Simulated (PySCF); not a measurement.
C4H8OSi, SMILES [SiH3]/C=C1\CCO1. Atoms are numbered in the order given.

```xyz
14

Si     0.1815     2.2849     0.0000
C     -0.8450     0.7410     0.0000
C     -0.3026    -0.4810     0.0000
C      1.0832    -1.0974     0.0000
C      0.2961    -2.4216     0.0000
O     -0.9513    -1.6887     0.0000
H      1.6279     1.9067     0.0000
H     -0.0824     3.1311    -1.2033
H     -0.0824     3.1311     1.2033
H     -1.9404     0.7838     0.0000
H      1.6837    -0.8933    -0.8978
H      1.6837    -0.8933     0.8978
H      0.3939    -3.0456    -0.9020
H      0.3939    -3.0456     0.9020
```

Geometry: ωB97X-D3(BJ)/def2-SVP. The structure was generated by enumeration; whether it is a known compound was not checked.

Calculation: PBE/def2-TZVP (PySCF).

Symmetry labels are those of the subgroup Cs that the program uses (full group Cs).

Computed valence orbital energies around the gap with their symmetry:
| orbital | symmetry | energy (eV) |
|---|---|---|
| HOMO−7 | A" | -9.63 |
| HOMO−6 | A' | -8.72 |
| HOMO−5 | A" | -8.65 |
| HOMO−4 | A' | -8.40 |
| HOMO−3 | A' | -8.10 |
| HOMO−2 | A" | -8.07 |
| HOMO−1 | A' | -7.75 |
| HOMO | A" | -5.48 |
| LUMO | A" | -0.81 |
| LUMO+1 | A' | 0.22 |
| LUMO+2 | A' | 0.43 |
| LUMO+3 | A' | 0.54 |
